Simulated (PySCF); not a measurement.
The vertical singlet excitations below were computed for one of the candidates. Method used: TDDFT CAM-B3LYP/def2-SVPD, vertical, gas phase, core orbitals frozen in the response (PySCF 2.14.0, density-fitted response routines). Geometries: PBE0-D3(BJ)/def2-SVP, one conformer each.

| state | ν̃ (cm⁻¹) | f | main configurations (H = HOMO, L = LUMO) |
| --- | --- | --- | --- |
| S1 | 47560 | 0.0036 | H→L+1 (87%), H→L (8%) |
| S2 | 50600 | 0.0088 | H→L (72%), H→L+4 (11%) |
| S3 | 57490 | 0.0014 | H→L+3 (58%), H→L+5 (18%), H→L+6 (12%) |
| S4 | 58510 | 0.0061 | H→L+2 (75%), H→L+4 (16%) |
| S5 | 60200 | 0.0050 | H→L+5 (48%), H→L+3 (19%), H→L+4 (11%) |
| S6 | 61770 | 0.035 | H→L+4 (34%), H→L+6 (17%), H→L+5 (9%) |
| S7 | 64530 | 0.077 | H-1→L (30%), H→L+6 (26%), H-1→L+1 (20%) |
| S8 | 65030 | 0.033 | H-1→L+1 (26%), H→L+7 (14%), H→L+6 (13%) |
| S9 | 65550 | 0.0067 | H-1→L (51%), H-1→L+1 (22%) |
| S10 | 65800 | 0.090 | H→L+7 (45%), H→L+9 (27%), H-1→L+1 (8%) |

Triplets computed (Tamm–Dancoff): 5.60, 6.11, 6.96, 7.11 eV.

Orbital energies (eV): HOMO-3 -10.62, HOMO-2 -10.32, HOMO-1 -9.71, HOMO -7.90, LUMO 1.30, LUMO+1 1.41, LUMO+2 1.92.

Question: Which candidate is it? All have the formula C4H11NSi.
A. `[SiH3]N1CCCC1`
B. `C[C@H]1CN[SiH2]C1`
C. `C=N[Si@H](C)CC`

Answer: B. Its S1, at 5.90 eV, is the highest among the candidates; the nearest of the others has S1 at 5.60 eV. S1 is HOMO→LUMO+1 (87%), HOMO→LUMO (8%). Löwdin shares by element: HOMO nitrogen 55%, carbon 12% or more, silicon 10%, hydrogen 6% or more (atoms not listed hold the other 18%); LUMO carbon 28% or more, silicon 19% (atoms not listed hold the other 53%). At the same level the other candidates give, for their lowest levels:
- `C=N[Si@H](C)CC`: 4.09 eV (f 0.000); 6.88 eV (f 0.004); 7.13 eV (f 0.108); 7.38 eV (f 0.022); 7.58 eV (f 0.068); T1 3.46 eV; HOMO -8.33, LUMO 0.45 eV
- `[SiH3]N1CCCC1`: 5.60 eV (f 0.009); 6.38 eV (f 0.021); 6.49 eV (f 0.015); 6.65 eV (f 0.015); 6.77 eV (f 0.037); T1 5.45 eV; HOMO -7.49, LUMO 1.20 eV
